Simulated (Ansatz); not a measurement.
CH$_{7}$BGaN, SMILES `B[NH][GaH][CH3]`, one more setting.

```yaml
crystal:
  periodic: [false, false, false]
  atoms:
    - {symbol: B, position_ang: [0.556075, 1.502333, 1.106807]}
    - {symbol: N, position_ang: [1.045123, 0.200074, 0.979346]}
    - {symbol: Ga, position_ang: [0.361165, -1.109862, -0.156246]}
    - {symbol: C, position_ang: [-1.174520, -0.627685, -1.264884]}
    - {symbol: H, position_ang: [-0.387830, 1.838960, 0.443235]}
    - {symbol: H, position_ang: [1.069170, 2.277463, 1.867640]}
    - {symbol: H, position_ang: [1.839432, -0.047174, 1.552907]}
    - {symbol: H, position_ang: [1.115371, -2.483028, -0.093954]}
    - {symbol: H, position_ang: [-1.991042, -0.264037, -0.637359]}
    - {symbol: H, position_ang: [-0.903192, 0.185446, -1.942304]}
    - {symbol: H, position_ang: [-1.529762, -1.472480, -1.855178]}
basis:
  gaussian: {orbitals: aug-cc-pVTZ}
hamiltonian: {xc: {name: r2SCAN0}, dispersion: d3bjatm}
```

```sh
$ ansatz run in.yaml --threads 4 --pin off --events-out ev --progress --plain --max-ram 10444MiB
```

Shortened log:

```
Functional definition: r2SCAN0
1564 factors; their error is unknown
mean field evaluation 1: about -55682.5460 eV, gradient 7.9e1 eV
mean field evaluation 2: about -55668.9420 eV, gradient 1.0e2 eV
mean field evaluation 4: about -55695.2695 eV, gradient 7.5e0 eV
mean field evaluation 8: about -55695.6156 eV, gradient 4.0e-1 eV
mean field evaluation 16: about -55695.6158 eV, gradient 4.5e-5 eV
mean field -55695.61582374 eV, -2046.7761296781 hartree, gradient 4.5e-5 eV, S^2 0.000000; 0 other end points of the search recorded, 0 dependent functions left out
reference -55695.61584046 eV, -2046.7761302925 hartree; 28, 28 occupied and 330, 330 virtual orbitals, 1564 factors
Total energy: -55695.67860915 eV, -2046.7784369993 hartree
```

It took 7.5 s on 4 threads of an AMD EPYC 7B13 on a shared host, with 0.97 GiB of host memory at the peak.
